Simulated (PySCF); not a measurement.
## Electron correlation in O²⁺ (oxygen, charge +2)

[He] 2s2 2p2, high-spin 3P determinant. All numbers are calculated (PySCF 2.14, no relativity, point nucleus, in def2-TZVP). Frozen: 1s2; 4 electrons correlated.

MP2 pair energies summed by pair of shells (mhartree):

| pair | energy | share (%) |
| --- | --- | --- |
| 2s-2p | -44.51 | 60.7 |
| 2s-2s | -21.52 | 29.3 |
| 2p-2p | -7.36 | 10.0 |

Total MP2 correlation energy: -73.39 mhartree.

Same-spin part -12.47 and opposite-spin part -60.92 mhartree; SCS-MP2 scales them by 1/3 and 6/5 to -77.26 mhartree.

| level | correlation energy (mhartree) |
| --- | --- |
| CCSD | -95.21 |
| (T) | -1.29 |
| CCSD(T) | -96.50 |

Diagnostics: T1 = 0.0046, D1 = 0.0096, largest double amplitude 0.123.

Cost of the coupled-cluster step: 0.3 s of wall time on 1 thread of AMD EPYC 7R43 64-Core Processor (shared host), for 4 correlated electrons.
